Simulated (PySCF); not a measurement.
**A survey of 17O NMR shifts**

One conformer, non-relativistic Hamiltonian, one averaged value for each set of equivalent atoms, gas phase. Shieldings: GIAO PBE0/pcSseg-1; geometry: GFN2-xTB; PySCF 2.14.0 with density-fitted response routines.

Shieldings were converted by a linear fit to measured shifts: 17O: δ = 266.70 − 0.911σ (rms 10.7 ppm, 155 shifts, 12.2 ppm with the 3 outliers that the fit left out vs liquid water, solution or neat liquid). A few per cent of atoms miss by over 2 rms, more outside the fitted compound classes.

(1) Give the 17O shifts of `COc1ccon1`.

(2) Match the shifts 590.4, 136.3, -0.6 ppm to `C=N/C=C\OC(F)F`, `C=C(C#CC(=S)NC)C=O`, `CN[SiH]1OCCO1`.

Answers

(1) 
```
                                 compound               environment  δ (ppm)
[CH3:1][O:2][c:3]1[cH:4][cH:5][o:6][n:7]1  O6: aromatic ring oxygen    284.2
[CH3:1][O:2][c:3]1[cH:4][cH:5][o:6][n:7]1          O2: ether oxygen     40.5
```

(2) 590.4: C=C(C#CC(=S)NC)C=O (aldehyde oxygen); 136.3: C=N/C=C\OC(F)F (ether oxygen); -0.6: CN[SiH]1OCCO1 (oxygen bonded to C, Si, in a 5-membered ring).
